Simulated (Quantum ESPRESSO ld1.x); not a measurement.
Results of a calculation; reference values are marked as such.
Er6.625+, configuration [Kr] 4d10 4f10 5s2 5p(1/2: 2, 3/2: 1.375) (fractional occupations, a model configuration). Level of theory: Dirac Kohn-Sham, revPBE, spin-unpolarised, spherical densities, point nucleus; open shells fill j = l - 1/2 first (ld1.x of Quantum ESPRESSO 7.5).

Unscreened Slater integrals over Kohn-Sham orbitals (eV). Large and small components are both included.

| integral | value |
|---|---|
| F0(4f7/2,4f7/2) | 35.361 |
| F2(4f7/2,4f7/2) | 17.026 |
| F4(4f7/2,4f7/2) | 10.723 |
| F6(4f7/2,4f7/2) | 7.7254 |
| F0(4f7/2,4f5/2) | 35.558 |
| F2(4f7/2,4f5/2) | 17.120 |
| F4(4f7/2,4f5/2) | 10.782 |
| G2(4f7/2,4f5/2) | 17.071 |
| G4(4f7/2,4f5/2) | 10.753 |
| G6(4f7/2,4f5/2) | 7.7479 |
| F0(4f7/2,5p3/2) | 22.102 |
| F2(4f7/2,5p3/2) | 7.5614 |
| G2(4f7/2,5p3/2) | 3.5012 |
| G4(4f7/2,5p3/2) | 2.8309 |
| F0(4f7/2,5p1/2) | 23.097 |
| G4(4f7/2,5p1/2) | 3.2611 |
| F0(4f5/2,4f5/2) | 35.758 |
| F2(4f5/2,4f5/2) | 17.218 |
| F4(4f5/2,4f5/2) | 10.845 |
| F0(4f5/2,5p3/2) | 22.146 |
| F2(4f5/2,5p3/2) | 7.5042 |
| G2(4f5/2,5p3/2) | 3.4245 |
| G4(4f5/2,5p3/2) | 2.7780 |
| F0(4f5/2,5p1/2) | 23.147 |
| G2(4f5/2,5p1/2) | 4.0272 |
| F0(5p3/2,5p3/2) | 18.385 |
| F2(5p3/2,5p3/2) | 10.039 |
| F0(5p3/2,5p1/2) | 18.862 |
| G2(5p3/2,5p1/2) | 10.168 |
| F0(5p1/2,5p1/2) | 19.397 |
